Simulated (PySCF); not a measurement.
# Which determinant of KS⁺ lies lowest?

Unrestricted PBE0; basis K aug-pcseg-1, S aug-pcseg-1; no relativity; PySCF 2.14. Outer shells of the fragments: K+ closed shells only; S 3s2 3p4.

Followed along the bond (rough minima from three points):

```tsv
2Ms+1	unpaired	⟨S²⟩ at the start	R at minimum (Å)	Te (eV)
3	π ↑↑	2.00	3.34	0.00
3	σ ↑, π ↑	2.00	3.72	0.33
1	π ↑↓	1.01	3.34	0.43
1	σ ↓, π ↑	1.01	3.73	0.75
```

Solutions found at the starting distance of 3.030 Å, counted from the lowest of them; the search is not exhaustive and high or unbound solutions are not listed, so other states can lie among these:

```json
{"2Ms+1": "3", "unpaired": "π ↑↑", "term": "³Σ⁻", "E (eV)": "0.00", "⟨S²⟩": "2.00", "⟨Lz²⟩": "0.00", "μ (D)": "-5.04"}
{"2Ms+1": "3", "unpaired": "σ ↑, π ↑", "term": "³Π", "E (eV)": "0.35", "⟨S²⟩": "2.00", "⟨Lz²⟩": "1.01", "μ (D)": "-5.28"}
{"2Ms+1": "1", "unpaired": "π ↑↓", "term": "mixed", "E (eV)": "0.43", "⟨S²⟩": "1.01", "⟨Lz²⟩": "2.02", "μ (D)": "-5.04"}
{"2Ms+1": "1", "unpaired": "σ ↓, π ↑", "term": "mixed", "E (eV)": "0.78", "⟨S²⟩": "1.01", "⟨Lz²⟩": "1.01", "μ (D)": "-5.28"}
{"2Ms+1": "1", "unpaired": "none", "term": "mixed", "E (eV)": "1.86", "⟨S²⟩": "0.00", "⟨Lz²⟩": "2.00", "μ (D)": "-5.01"}
{"2Ms+1": "3", "unpaired": "σ ↑↑, π ↑↓", "term": "mixed", "E (eV)": "7.86", "⟨S²⟩": "3.01", "⟨Lz²⟩": "2.02", "μ (D)": "2.98"}
{"2Ms+1": "1", "unpaired": "σ ↓↓, π ↑↑", "term": "mixed", "E (eV)": "7.92", "⟨S²⟩": "2.01", "⟨Lz²⟩": "0.00", "μ (D)": "3.41"}
{"2Ms+1": "3", "unpaired": "σ ↑, π ↑↑↓", "term": "mixed", "E (eV)": "8.97", "⟨S²⟩": "3.01", "⟨Lz²⟩": "3.02", "μ (D)": "1.37"}
{"2Ms+1": "3", "unpaired": "σ ↑, π ↑", "term": "³Π", "E (eV)": "9.21", "⟨S²⟩": "2.00", "⟨Lz²⟩": "1.01", "μ (D)": "2.30"}
{"2Ms+1": "1", "unpaired": "σ ↓, π ↑", "term": "mixed", "E (eV)": "9.28", "⟨S²⟩": "1.00", "⟨Lz²⟩": "1.01", "μ (D)": "2.73"}
```

A term symbol is given only where ⟨S²⟩ and ⟨Lz²⟩ are close to those of a pure state; real π, δ and φ orbitals otherwise mix terms. A positive dipole points towards S; it is taken about the centre of mass and depends on that origin.

Counting both spins, an empty level lies below a filled one in some of these solutions, because spin and occupation are held.
